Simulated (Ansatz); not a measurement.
A single point on CH8O2Si2, SMILES `CO[SiH2][SiH2]O`.

```yaml
crystal:
  periodic: [false, false, false]
  atoms:
    - {symbol: C, position_ang: [0.903746, -1.403500, -1.980230]}
    - {symbol: O, position_ang: [0.161706, -1.033274, -0.841256]}
    - {symbol: Si, position_ang: [0.249714, 0.471517, -0.174733]}
    - {symbol: Si, position_ang: [-1.236021, 0.498656, 1.644644]}
    - {symbol: O, position_ang: [-1.078589, 1.897245, 2.518003]}
    - {symbol: H, position_ang: [0.644247, -2.431194, -2.240123]}
    - {symbol: H, position_ang: [0.672684, -0.758392, -2.836074]}
    - {symbol: H, position_ang: [1.981869, -1.354162, -1.787556]}
    - {symbol: H, position_ang: [1.647196, 0.764884, 0.278108]}
    - {symbol: H, position_ang: [-0.079806, 1.513044, -1.194657]}
    - {symbol: H, position_ang: [-0.987557, -0.703527, 2.492855]}
    - {symbol: H, position_ang: [-2.647307, 0.474603, 1.187146]}
    - {symbol: H, position_ang: [-0.231881, 2.064109, 2.933873]}
basis:
  gaussian: {orbitals: def2-QZVPP}
correlation: {method: mp2}
```

```sh
$ ansatz run in.yaml --threads 2 --pin off --events-out ev --progress --plain --max-ram 32768MiB --backend cuda --devices 0, --max-vram 18GiB
```

Output, abridged:

```
Functional definition: HF
3275 factors; integrals over basis functions are off by at most 8.6e-4 eV
mean field evaluation 1: about -20956.5271 eV, gradient 4.8e1 eV
mean field evaluation 2: about -20956.6763 eV, gradient 4.8e1 eV
mean field evaluation 4: about -20961.5025 eV, gradient 4.3e0 eV
mean field evaluation 8: about -20961.5761 eV, gradient 2.6e-1 eV
mean field -20961.57636975 eV, -770.3237233216 hartree, gradient 1.2e-6 eV, S^2 0.000000; 0 other end points of the search recorded, 0 dependent functions left out
13 core orbitals not correlated: weight in the atoms' cores, before any rotation towards them, 1.000 or more for the frozen orbitals, at most 0.000 for the correlated occupied ones
reference -20961.57636975 eV, -770.3237233216 hartree; 16, 16 occupied and 522, 522 virtual orbitals, 3275 factors
second order -26.33771373 eV of doubles, -0.00000000 eV of singles
Total energy: -20987.91408349 eV, -771.2916164490 hartree
```

Hardware: 2 threads of an AMD EPYC 7R13 on a shared host and a share of an NVIDIA H100 80 GB. Wall time 3.7 s, peak host memory 1.1 GiB.
